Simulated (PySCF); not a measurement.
**Working out the excitation energy of Sc+**

Sc+ [Ar] 3d1 4s1 (3D) → Sc+ [Ar] 4s1 4p1 (3P). Calculation: PySCF 2.14, in aug-cc-pVDZ; the non-relativistic Hamiltonian (point nucleus). Frozen: [Ar]. Energies in hartree (1 hartree = 27.21139 eV):

```json
{"part": "UHF", "Sc+ (lower)": "-759.540755", "Sc+ (upper)": "-759.372102"}
{"part": "CCSD correlation", "Sc+ (lower)": "-0.003791", "Sc+ (upper)": "-0.000082"}
{"part": "(T)", "Sc+ (lower)": "0.000000", "Sc+ (upper)": "0.000000"}
```

Task: What does Hartree-Fock give?

Result: (-759.372102) − (-759.540755) = 0.168653 hartree = 4.589 eV.

Task: What do CCSD and CCSD(T) give?

Result: The CCSD correlation energies differ by 0.003709 hartree = 0.101 eV and the triples by 0.000000 hartree = 0.000 eV, so CCSD gives 4.690 eV and CCSD(T) 4.690 eV.

The calculation is non-relativistic.

A double-zeta basis recovers only part of the correlation energy.

The coupled-cluster amplitudes are large, so a single reference is strained.
